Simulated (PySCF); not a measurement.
CH₄BrGaO, singlet, at a GFN2-xTB geometry (such geometries of metal compounds can be far from the true shape).

The PySCF input:
```python
from pyscf import gto, scf, dft
from pyscf.prop import polarizability

mol = gto.M(
    atom='''
Ga    0.52938246    0.52123927   -0.04001002
Br   -1.10593774   -1.09693141    0.09159657
C     0.52094922    2.19187114   -1.17525040
H     1.28946578    2.10262043   -1.94284415
H     0.75885295    3.04356963   -0.53900761
H    -0.45286851    2.33363426   -1.64468114
O     1.91527464    0.24956352    0.95494560
H     2.25362161   -0.39337718    1.57290099
''',
    basis='6-31g',
    verbose=4,
)

mf = dft.RKS(mol)
mf.xc = 'pbe'
mf.kernel()
alpha = mf.Polarizability().polarizability()[2, 2]
print('alpha_zz =', alpha)
```

Task: Estimate the nuclear repulsion energy that PBE/6-31G, polarisability run with PySCF returns for this input.

Result: 515.7698 Eh

Task: Predict the dipole moment from PBE/6-31G, polarisability.

Result: 1.74 D

Task: What polarisability along z does PBE/6-31G, polarisability give?

Result: 42.1 bohr³

Task: What is the computed Mulliken (on the basis functions themselves) charges in atom order (PBE/6-31G, polarisability)?

Result: Ga1 0.60, Br2 -0.19, C3 -0.68, H4 0.20, H5 0.20, H6 0.20, O7 -0.72, H8 0.40

Task: Roughly what does it cost on one core?

Result: about 19 core-seconds (a rough figure).
